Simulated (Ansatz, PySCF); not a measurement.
GaH7OSi2, SMILES [OH][Ga]([SiH3])[SiH3]. Atoms are numbered in the order given.

```xyz
11

Ga    -0.3389    -0.2192    -0.0147
O     -1.7789    -1.3052     0.0358
H     -1.7032    -2.0908     0.5929
Si    -0.7324     1.6819    -1.4604
H      0.2811     1.7085    -2.5603
H     -0.5844     2.9539    -0.6874
H     -2.0947     1.6479    -2.0674
Si     1.6140    -0.8319     1.3026
H      1.9327     0.2445     2.2905
H      2.8059    -1.0029     0.4158
H      1.4058    -2.1077     2.0545
```
Charge 0, spin multiplicity 1.

Coordinates come from a B3LYP-D3(BJ)/def2-SVP optimisation. The structure was generated by enumeration; whether it is a known compound was not checked. The values are those of a single conformer.

Two levels are set side by side: PBE-D3(BJ)/def2-SVP (Ansatz, an electronic-structure program) and B3LYP-D3(BJ)/def2-SVP (Ansatz). Each level has its own optimised geometry; the coordinates shown are those of the second. Frequencies come from the Hessian of PySCF at each geometry. Differences are taken from unrounded values.

| quantity | B3LYP-D3(BJ) | PBE-D3(BJ) | PBE-D3(BJ) minus B3LYP-D3(BJ) |
|---|---|---|---|
| mean bond length (Å) | 1.659 | 1.669 | 0.009 |
| bond Ga1–O2 (Å) | 1.804 | 1.817 | 0.012 |
| bond Ga1–Si4 (Å) | 2.421 | 2.417 | -0.004 |
| bond Ga1–Si8 (Å) | 2.434 | 2.431 | -0.003 |
| bond O2–H3 (Å) | 0.966 | 0.975 | 0.009 |
| bond Si4–H5 (Å) | 1.496 | 1.508 | 0.013 |
| bond Si4–H6 (Å) | 1.496 | 1.508 | 0.013 |
| bond Si4–H7 (Å) | 1.492 | 1.505 | 0.013 |
| bond Si8–H9 (Å) | 1.495 | 1.508 | 0.013 |
| bond Si8–H10 (Å) | 1.495 | 1.508 | 0.013 |
| bond Si8–H11 (Å) | 1.496 | 1.508 | 0.013 |
| highest harmonic wavenumber (cm⁻¹) | 3844 | 3729 | -115 |
| mean harmonic wavenumber (cm⁻¹) | 1011 | 980 | -31 |
| zero-point energy (kcal/mol) | 39.02 | 37.83 | -1.19 |

Exact exchange shortens and stiffens bonds; PBE has none. Differences between two approximate levels are no errors against the true value.
